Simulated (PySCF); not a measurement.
Species: C5H9N3S.
Bonds: C1–S2, S2–C3, C3–N4 (aromatic), N4–N5 (aromatic), N5–C6, N5–N7 (aromatic), N7–C8 (aromatic), C8–C9, C3–C8 (aromatic). Hydrogens: H10, H11, H12 on C1; H13, H14, H15 on C6; H16, H17, H18 on C9.

Torsions of this conformer, `[CH3:1][S:2][c:3]1[n:4][n:5]([CH3:6])[n:7][c:8]1[CH3:9]`: C1–S2–C3–N4 2°.

The closed-shell ground state was solved at several levels (PySCF, density fitting, gas phase, non-relativistic). One conformer (not necessarily the lowest) at the PBE0-D3(BJ)/def2-SVP geometry, without solvent, vibrations or thermal averaging.

```
        level  basis functions  HOMO (eV)  LUMO (eV)  gap (eV)  dipole (D)
 PBE/pcSseg-1              205      -4.99      -0.86      4.13        1.40
PBE0/pcSseg-1              205      -6.08       0.08      6.16        1.44
```

Problem. What might PBE0/def2-SVPD (259 basis functions) give for the same quantities?

Solution. HOMO -6.10 eV, LUMO -0.06 eV, gap 6.04 eV, dipole 1.40 D.

Problem. Over all these levels, which gives the widest orbital gap and which the narrowest?

Solution. PBE0/pcSseg-1 (global hybrid, 25 % exact exchange) has the widest, 6.16 eV, and PBE/pcSseg-1 (GGA) the narrowest, 4.13 eV. The two share the basis. From the narrowest to the widest the HOMO moves by -1.09 eV and the LUMO by +0.94 eV.

Problem. How far do the dipole and the HOMO energy spread over the levels?

Solution. The dipole runs from 1.40 to 1.44 D (mean 1.41 D) and the HOMO from -6.10 to -4.99 eV.
